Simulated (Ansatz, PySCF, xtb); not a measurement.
Precursor series Cd Cl-NH2. All species are isolated molecules in the gas phase. One relaxed conformer stands for each flexible species; it need not be the lowest.

Quantity: redistribution energy (mixed species minus the weighted end members), in kJ/mol.

Level 1: frozen-core CCSD(T)/def2-TZVPP // BP86-D3(BJ)/def2-SVP (Ansatz, an electronic-structure program)
Level 2: PBE-D3(BJ)/def2-TZVP // BP86-D3(BJ)/def2-SVP (PySCF)
Level 3: HF/def2-TZVPP // BP86-D3(BJ)/def2-SVP (Ansatz)
Level 4: GFN2-xTB (xtb)

```csv
species,level 1,level 2,level 3,level 4
1 of 2 Cl replaced by NH2: [Cd(Cl)(NH2)],-4.30,-5.18,-3.13,-25.13
```
